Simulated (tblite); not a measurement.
Parent: `[CH:1]1=[CH:2][Si@:3]2([CH2:4][CH2:5]1)[CH2:6][CH2:7][O:8][CH2:9]2` with C1–C2–Si3–C4 6°, C2–Si3–C4–C5 -11°, Si3–C4–C5–C1 13°, C2–Si3–C6–C7 -112°, C7H12OSi.

Computed geometry: GFN2-xTB, gas phase. One conformer each, not checked by frequencies here.

```tsv
coordinate of the parent	value
C1=C2	1.328 Å
C2–Si3	1.875 Å
Si3–C4	1.906 Å
C4–C5	1.534 Å
Si3–C6	1.911 Å
C6–C7	1.531 Å
C7–O8	1.407 Å
O8–C9	1.419 Å
C1–C5	1.495 Å
Si3–C9	1.921 Å
C2–C1–C5	119.5°
C1–C2–Si3	110.2°
C2–Si3–C4	92.1°
C2–Si3–C6	119.6°
C2–Si3–C9	118.1°
C4–Si3–C6	119.4°
C4–Si3–C9	119.0°
C6–Si3–C9	91.2°
Si3–C4–C5	105.5°
C1–C5–C4	111.1°
Si3–C6–C7	101.6°
C6–C7–O8	110.7°
C7–O8–C9	110.6°
Si3–C9–O8	104.8°
```

**Question.** How does the shared frame change in `[O:1]=[C:2]1[CH2:3][CH:4]=[CH:5][Si@:6]12[CH2:7][CH2:8][O:9][CH2:10]2` with O1–C2–C3–C4 179°, C2–C3–C4–C5 1°, C4–C5–Si6–C7 124°, C5–Si6–C7–C8 134°, C7H10O2Si? Atoms pair as C1 = C4, C2 = C5, Si3 = Si6, C4 = C2, C5 = C3, C6 = C7, C7 = C8, O8 = O9, C9 = C10 (parent first).

**Answer.** 
```tsv
parent	relative	value in the relative	change
C1=C2	C4=C5	1.329 Å	+0.001
C2–Si3	C5–Si6	1.876 Å	+0.001
Si3–C4	Si6–C2	1.929 Å	+0.023
C4–C5	C2–C3	1.515 Å	-0.019
Si3–C6	Si6–C7	1.909 Å	-0.002
C6–C7	C7–C8	1.535 Å	+0.004
C7–O8	C8–O9	1.407 Å	0.000
O8–C9	O9–C10	1.417 Å	-0.002
C1–C5	C4–C3	1.494 Å	-0.001
Si3–C9	Si6–C10	1.922 Å	+0.001
C2–C1–C5	C5–C4–C3	119.9°	+0.4
C1–C2–Si3	C4–C5–Si6	111.5°	+1.3
C2–Si3–C4	C5–Si6–C2	90.2°	-1.9
C2–Si3–C6	C5–Si6–C7	120.2°	+0.6
C2–Si3–C9	C5–Si6–C10	120.0°	+1.9
C4–Si3–C6	C2–Si6–C7	119.1°	-0.3
C4–Si3–C9	C2–Si6–C10	118.7°	-0.3
C6–Si3–C9	C7–Si6–C10	91.4°	+0.2
Si3–C4–C5	Si6–C2–C3	108.0°	+2.5
C1–C5–C4	C4–C3–C2	110.3°	-0.8
Si3–C6–C7	Si6–C7–C8	101.8°	+0.2
C6–C7–O8	C7–C8–O9	110.6°	-0.1
C7–O8–C9	C8–O9–C10	110.4°	-0.2
Si3–C9–O8	Si6–C10–O9	103.6°	-1.2
```

Of the parent's bonds, Si3–C4 changes most (+0.023 Å). Bonds of the relative outside the shared frame: O1=C2 1.206 Å. Point group C1 → C1.
